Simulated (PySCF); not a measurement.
## Löwdin shares of the frontier orbitals

Species: C5H7N3O.
Numbering: `[CH3:1][c:2]1[n:3][n:4]([CH3:5])[n:6][c:7]1[CH:8]=[O:9]` (hydrogens: H10, H11, H12 on C1; H13, H14, H15 on C5; H16 on C8)

Cartesian coordinates in Å at the GFN2-xTB level; atoms count from 1:
```
atom  x, y, z in Å
C1    -1.6621    1.5616    0.4682
C2    -0.5627    0.6236    0.1636
N3     0.6931    0.9898   -0.0470
N4     1.3464   -0.1303   -0.2847
C5     2.7542   -0.1489   -0.5391
N6     0.6261   -1.2095   -0.2471
C7    -0.6137   -0.7886    0.0367
C8    -1.7397   -1.6885    0.1691
O9    -2.8699   -1.3505    0.4239
H10   -1.2855    2.5800    0.4934
H11   -2.1086    1.3073    1.4283
H12   -2.4429    1.4723   -0.2855
H13    3.0255    0.7541   -1.0823
H14    2.9892   -1.0355   -1.1238
H15    3.3091   -0.1793    0.4009
H16   -1.4663   -2.7487    0.0136
```

Method: TDDFT PBE0/def2-SVPD, vertical, gas phase, core orbitals frozen in the response (PySCF). GFN2-xTB frequencies show an imaginary mode (33i cm⁻¹), so this geometry is no minimum at that level.

Kohn–Sham orbitals with the atoms that hold most of them (Löwdin shares over 4%, at most four atoms; ? is withheld):

| orbital | ε (eV) | atoms |
| --- | --- | --- |
| HOMO-3 | -8.87 | N3 44%, N6 36%, C2 6%, N4 5% |
| HOMO-2 | -8.74 | N3 32%, N6 28%, C7 10%, N4 9% |
| HOMO-1 | -7.77 | ? |
| HOMO | ? | O9 61%, C8 16%, H16 9%, C7 8% |
| LUMO | -1.67 | ? |
| LUMO+1 | -0.22 | N3 30%, C2 18%, N4 14%, N6 12% |
| LUMO+2 | 0.63 | C5 38%, H15 11%, H13 10%, H14 10% |

Task: Give the leading atoms of the HOMO-1.

Result: N4 (bonded to C and 2 N) 21%; C7 (bonded to 2 C and N) 20%; C2 (bonded to 2 C and N) 19%; O9 (bonded to C) 8%. By element: carbon 39% or more, nitrogen 21% or more, oxygen 8%.

Task: Which atoms hold the LUMO, and with what shares?

Result: C8 (bonded to C, O and H) 26%; O9 (bonded to C) 25%; N6 (bonded to C and N) 17%; C7 (bonded to 2 C and N) 10%. By element: carbon 36% or more, oxygen 25%, nitrogen 17% or more.

Task: What is the HOMO energy, and the HOMO–LUMO gap?

Result: ε(HOMO) = -7.63 eV; the gap is 5.96 eV (0.2191 hartree).

Task: How does S1 compare with the orbital gap of 5.96 eV?

Result: S1 is at 3.88 eV (f = 0.0003), 2.08 eV below the gap, made of HOMO→LUMO (96%). Without the coupling terms of the response equations the lowest excitation would equal the gap.

Task: Give energy, strength and leading configuration of S1, S2, S4, S5 and S7, and follow the Löwdin shares of the leading atoms from the occupied to the empty orbital.

Result: 
- S1 (3.88 eV, f 0.0003), HOMO→LUMO (96%): O9 61% → 25%, C8 16% → 26%
- S2 (5.36 eV, f 0.204), HOMO-1→LUMO (94%): N4 21% → at most 10%, C7 20% → 10%, C8 at most 9% → 26%, O9 8% → 25%
- S4 (6.14 eV, f 0.077), HOMO-2→LUMO (70%): N3 32% → at most 10%, N6 28% → 17%, C8 at most 9% → 26%, O9 at most 9% → 25%
- S5 (6.21 eV, f 0.0019), HOMO→LUMO+1 (89%): O9 61% → at most 12%, C8 16% → at most 12%, N3 at most 7% → 30%, C2 at most 7% → 18%
- S7 (6.83 eV, f 0.319), HOMO-1→LUMO+1 (72%): N4 21% → 14%, C7 20% → at most 12%, N3 at most 9% → 30%, C2 19% → 18%

One conformer stands for the species.
